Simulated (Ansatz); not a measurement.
Basis-set series for AuMg, SMILES `[Mg][Au]` radical. Charge 0, multiplicity 2. Au: def2 effective core potential. The geometry is a stationary point of PBE0-D4/def2-TZVP.

```tsv
atom	x (Å)	y (Å)	z (Å)
Mg1	1.0621	0.5384	-0.3357
Au2	-1.0621	-0.5384	0.3357
```

| functional | basis | functions | energy (Eh) | HOMO (eV) | LUMO (eV) |
| --- | --- | --- | --- | --- | --- |
| PBE0-D4 | def2-TZVPP | 88 | -335.72363 | -5.04 | -2.71 |
| PBE0-D4 | def2-QZVPP | 151 | -335.73329 | -5.04 | -2.70 |
| ωB97M-V | def2-TZVPP | 88 | -335.72403 | -6.37 | -1.35 |
| ωB97M-V | def2-QZVPP | 151 | -335.73325 | -6.38 | -1.39 |

Question: Give the rows for def2-SVP. (Estimate.)

Answer: Ansatz gave: 
```
functional     basis  functions  energy (Eh)  HOMO (eV)  LUMO (eV)
   PBE0-D4  def2-SVP         50   -335.64508      -5.04      -2.70
   ωB97M-V  def2-SVP         50   -335.64583      -6.36      -1.38
```

HOMO and LUMO are taken over both spins.
